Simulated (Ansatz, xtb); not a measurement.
Relaxing a trial structure of CuFH2SSi+

The starting geometry of this gas-phase doublet has its atoms placed at random.

```yaml
atoms:
  - { symbol: Cu, position_ang: [0.5787, 1.6289, 0.1643] }
  - { symbol: F, position_ang: [-1.0598, -1.2649, 0.3176] }
  - { symbol: S, position_ang: [-0.7508, 0.7194, 1.7259] }
  - { symbol: Si, position_ang: [-0.7144, -0.9875, -1.1870] }
  - { symbol: H, position_ang: [-0.7462, 1.4733, -0.9175] }
  - { symbol: H, position_ang: [0.5260, -0.0912, 0.7904] }
```

Q: Guess where an optimisation with r2SCAN-D4/def2-SVP ends from this start.

A: It ends as a structure with F2 bridging Cu1 and Si4, H5 bridging Cu1 and Si4, given below by its coordinates. Contacts that open: Cu1–H6 (1.83 → 2.65 Å). Contacts that close: Cu1–F2 (3.33 → 2.14 Å), Cu1–Si4 (3.22 → 2.72 Å), S3–H6 (1.78 → 1.36 Å), Si4–H5 (2.48 → 1.66 Å).

The energy falls by 3.65 eV over 27 steps:

```
step  E − E(last) (eV)
   1             3.652
   4             1.089
   7             0.356
  10             0.189
  13             0.165
  15             0.160
  18             0.143
  21             0.033
  24             0.000
  27             0.000
```

Final geometry (Å):

```xyz
6

Cu   -0.1110    0.3663    0.2421
F    -0.2722   -1.2831   -1.1063
S     0.8289    1.1466    1.9864
Si   -1.3022   -0.3873   -2.0894
H    -1.1658    0.8548   -1.0033
H    -0.1442    0.7808    2.8642
```

From the same start GFN2-xTB ends elsewhere, in pieces: CuH2S + FSi.

From so rough a start the end depends on the optimiser's path, so another program may land elsewhere. No frequencies were run, so the end isn't proven a minimum. Open shells are spin-unrestricted. Run with Ansatz 0.2.0, 4.6 min on 2 threads of Arm Neoverse V1 (shared host).
